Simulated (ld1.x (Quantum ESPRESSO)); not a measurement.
**Which change was made? (C, RRKJ)**

```
Element                 : carbon (C)
Generator               : ld1.x (Quantum ESPRESSO) 7.5
Type                    : norm-conserving RRKJ (Kleinman–Bylander form)
Functional              : PBE
Relativity              : scalar-relativistic
Frozen core             : [He]
Valence charge          : 4
Reference configuration : 2s2 2p2
Partial waves           : 2p (bound): rc 1.55 bohr; 2s (bound): rc 1.00 bohr
Local potential         : the s channel
Core correction         : Bessel-smoothed model core inside 0.45 bohr
```

Cutoffs, loose and tight: the cutoffs (Ry, on a coarse ladder) from which the occupation-weighted sum of valence levels, in a spherical-Bessel basis at the reference potential, stays within 10 and 1 mRy of its value at 400 Ry. They do not see the model core or the augmentation charge, which bear on the density cutoff. Test errors are all-electron minus pseudo excitation energies from the reference, over the configurations 2s2 2p1; 2s2 2p0; 2s1 2p0; 2s2 2p2.3; 2s2 2p1.5; 2s1 2p2; 2s0 2p4; variants that change the core or the reference have their own tests.

The base gives: outcome: generated; cutoff, loose: 40 Ry; cutoff, tight: 90 Ry; bound ghosts: none; largest test error (meV): +269.

Problem. After one change the result is: outcome: generated; cutoff, loose: 100 Ry; cutoff, tight: 230 Ry; bound ghosts: none; largest test error (meV): +269. Which change was it?
A. wave 2s (bound): rc 1.00 bohr becomes 2s (bound): rc 0.90 bohr
B. wave 2s (bound): rc 1.00 bohr becomes 2s (bound): rc 0.66 bohr
C. wave 2s (bound): rc 1.00 bohr becomes 2s (bound): rc 0.80 bohr

Solution. C. The others give: wave 2s (bound): rc 1.00 bohr becomes 2s (bound): rc 0.66 bohr → outcome: generated; cutoff, loose: 180 Ry; cutoff, tight: 230 Ry; bound ghosts: none; largest test error (meV): +313 | wave 2s (bound): rc 1.00 bohr becomes 2s (bound): rc 0.90 bohr → outcome: generated; cutoff, loose: 50 Ry; cutoff, tight: 110 Ry; bound ghosts: none; largest test error (meV): +268.
